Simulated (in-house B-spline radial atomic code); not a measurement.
Successive ionisation energies of platinum; each step leads to the configuration of the next row (after the last: [Ar] 3d10 4s2). Dirac energy differences include first-order Breit, QED and recoil terms. NIST's values go from ground level to ground level; the uncertainty of those that are theory runs from under 0.1 % in few-electron ions to several per cent in heavy many-electron ones. Computed with a radial B-spline atomic code at the basis-set limit: Dirac-Hartree-Fock, average of the configuration, finite nuclei.

```
  ion      configuration  ionisation energy (eV)  tabulated value (eV)    tabulated kind  computed minus tabulated (eV)  highest orbital  largest mean radius (bohr)
Pt31+      [Kr] 4d10 4f1                  1124.2                  1140  tabulated theory                          -15.8            4f7/2                      0.4188
Pt32+          [Kr] 4d10                       ?                     ?  tabulated theory                              ?                ?                           ?
Pt33+           [Kr] 4d9                  1465.6                  1454  tabulated theory                           11.6            4d5/2                     0.41194
Pt34+           [Kr] 4d8                  1520.8                  1509  tabulated theory                           11.8            4d5/2                     0.40914
Pt35+           [Kr] 4d7                  1576.8                  1567  tabulated theory                            9.8            4d5/2                     0.40692
Pt36+           [Kr] 4d6                       ?                     ?  tabulated theory                              ?                ?                           ?
Pt37+           [Kr] 4d5                  1690.5                  1680  tabulated theory                           10.5            4d5/2                     0.40253
Pt38+           [Kr] 4d4                  1748.2                  1763  tabulated theory                          -14.8            4d5/2                     0.40037
Pt39+           [Kr] 4d3                  1806.7                  1821  tabulated theory                          -14.3            4d5/2                     0.39823
Pt40+           [Kr] 4d2                       ?                     ?  tabulated theory                              ?                ?                           ?
Pt41+           [Kr] 4d1                  1925.4                  1941  tabulated theory                          -15.6            4d5/2                       0.394
Pt42+  [Ar] 3d10 4s2 4p6                  2212.6                  2171  tabulated theory                           41.6            4p3/2                     0.39191
Pt43+  [Ar] 3d10 4s2 4p5                  2272.2                  2228  tabulated theory                           44.2            4p3/2                     0.38958
Pt44+  [Ar] 3d10 4s2 4p4                  2332.3                  2291  tabulated theory                           41.3            4p3/2                      0.3875
Pt45+  [Ar] 3d10 4s2 4p3                  2392.9                  2350  tabulated theory                           42.9            4p3/2                     0.38545
Pt46+  [Ar] 3d10 4s2 4p2                  2453.9                  2536  tabulated theory                          -82.1            4p3/2                     0.38343
Pt47+  [Ar] 3d10 4s2 4p1                  2515.4                  2603  tabulated theory                          -87.6            4p3/2                     0.38143
```

Q: Fill in the row of Pt32+.

A: ionisation energy (eV): 1410.9; tabulated value (eV): 1402; computed minus tabulated (eV): 8.9; highest orbital: 4d5/2; largest mean radius (bohr): 0.41536.

Q: Fill in the row of Pt36+.

A: ionisation energy (eV): 1633.3; tabulated value (eV): 1624; computed minus tabulated (eV): 9.3; highest orbital: 4d5/2; largest mean radius (bohr): 0.40472.

Q: Fill in the row of Pt40+.

A: ionisation energy (eV): 1865.7; tabulated value (eV): 1883; computed minus tabulated (eV): -17.3; highest orbital: 4d5/2; largest mean radius (bohr): 0.3961.

Where a p, d or f electron is removed, the computed value is a mean over both j, so it misses the tabulated one by a part of the spin-orbit splitting; averaging over terms and missing correlation add to the gap, relatively most at low charge.
